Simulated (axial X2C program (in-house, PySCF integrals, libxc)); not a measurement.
## Density and ELF of InN⁺

All values were computed with an axial X2C code built on PySCF integrals. Two-component (2c) means X2C with spin–orbit coupling and atomic mean-field two-electron Coulomb and Gaunt terms. Basis: In dyall-cv3z [11s12p9d4f1g], N dyall-av3z [7s7p3d2f] (cores contracted in-house); Gaussian nuclei, density fitting, unrestricted open shells. Masses: In 114.904 u, N 14.003 u.

PBE0, with spin–orbit coupling, state Ω = 3/2 (⟨Sz⟩ = 1.50, ⟨Lz⟩ = 0.00 at PBE0); In at z = 0, N at z = 2.855 Å.

The maps cover the half plane through the axis: z from -2.4 to 4.8 Å along the bond, ρ from 0.15 to 2.25 Å away from it.

log10 of the density in e/bohr³:

```
 ρ\z  -2.4  -1.8  -1.2  -0.6   0.0   0.6   1.2   1.8   2.4   3.0   3.6   4.2   4.8
0.15  -3.4  -2.5  -1.5  -0.1   1.8  -0.1  -1.5  -1.5  -0.5   0.1  -1.0  -2.2  -3.4
0.45  -3.5  -2.5  -1.6  -0.5   0.4  -0.5  -1.6  -1.6  -0.7  -0.5  -1.2  -2.4  -3.5
0.75  -3.6  -2.7  -1.9  -1.0  -0.5  -1.0  -1.8  -1.9  -1.2  -1.0  -1.6  -2.6  -3.7
1.05  -3.8  -2.9  -2.2  -1.5  -1.2  -1.5  -2.1  -2.3  -1.7  -1.6  -2.1  -2.9  -3.9
1.35  -4.0  -3.2  -2.5  -2.0  -1.8  -2.0  -2.5  -2.6  -2.3  -2.2  -2.6  -3.3  -4.2
1.65  -4.2  -3.5  -2.8  -2.4  -2.3  -2.4  -2.8  -3.1  -2.8  -2.8  -3.1  -3.8  -4.6
1.95  -4.5  -3.8  -3.2  -2.9  -2.7  -2.9  -3.2  -3.5  -3.4  -3.4  -3.6  -4.2  -4.9
2.25  -4.9  -4.2  -3.7  -3.3  -3.2  -3.3  -3.7  -3.9  -3.9  -3.9  -4.2  -4.7  -5.3
```

Electron localisation function (collinear form, no current term, damped to 0 at low density):

```
 ρ\z  -2.4  -1.8  -1.2  -0.6   0.0   0.6   1.2   1.8   2.4   3.0   3.6   4.2   4.8
0.15  0.17  0.60  0.31  0.66  0.74  0.66  0.19  0.53  0.81  0.19  0.88  0.50  0.04
0.45  0.12  0.61  0.33  0.47  0.75  0.47  0.19  0.42  0.88  0.83  0.85  0.44  0.03
0.75  0.07  0.61  0.40  0.28  0.47  0.28  0.20  0.26  0.84  0.88  0.77  0.32  0.01
1.05  0.02  0.56  0.49  0.29  0.26  0.27  0.19  0.12  0.70  0.78  0.60  0.18  0.00
1.35  0.01  0.37  0.57  0.41  0.34  0.37  0.15  0.05  0.41  0.54  0.34  0.07  0.00
1.65  0.00  0.12  0.56  0.54  0.47  0.45  0.10  0.02  0.15  0.24  0.12  0.01  0.00
1.95  0.00  0.01  0.29  0.53  0.53  0.40  0.04  0.01  0.03  0.06  0.02  0.00  0.00
2.25  0.00  0.00  0.04  0.22  0.29  0.14  0.01  0.00  0.00  0.01  0.00  0.00  0.00
```

Axial spin density in 10⁻³ e/bohr³:

```
 ρ\z  -2.4  -1.8  -1.2  -0.6  0.0   0.6  1.2   1.8    2.4    3.0   3.6  4.2  4.8
0.15   0.1   0.5   2.4   1.0  2.5   0.1  0.3  15.7  168.8  373.7  57.6  3.8  0.3
0.45   0.1   0.4   1.9   1.8  0.5  -0.9  0.2  11.3   92.6  199.0  35.0  2.9  0.2
0.75   0.1   0.3   1.3   1.9  0.1  -0.9  0.1   6.1   34.2   57.6  15.0  1.7  0.1
1.05   0.0   0.2   0.7   1.2  0.3  -0.5  0.1   2.7   10.9   15.2   5.3  0.8  0.1
1.35   0.0   0.1   0.3   0.6  0.2  -0.2  0.1   1.1    3.3    4.1   1.7  0.3  0.0
1.65   0.0   0.1   0.1   0.2  0.1  -0.1  0.0   0.4    1.0    1.1   0.6  0.1  0.0
1.95   0.0   0.0   0.1   0.1  0.0   0.0  0.0   0.1    0.3    0.3   0.2  0.1  0.0
2.25   0.0   0.0   0.0   0.0  0.0   0.0  0.0   0.1    0.1    0.1   0.1  0.0  0.0
```

The state is one determinant whose occupation by symmetry is held fixed; it was picked as the lowest of a PBE0 search that is not exhaustive. Density functionals use the spin component along the axis (collinear). With several unpaired electrons one determinant need not be a pure state. The bond is weak and the correlated curve of this state has no minimum in the scanned range, so this well may be an artefact of the functional. This is the top spin component of a Σ state; components of lower Ω are not single determinants and can lie lower.
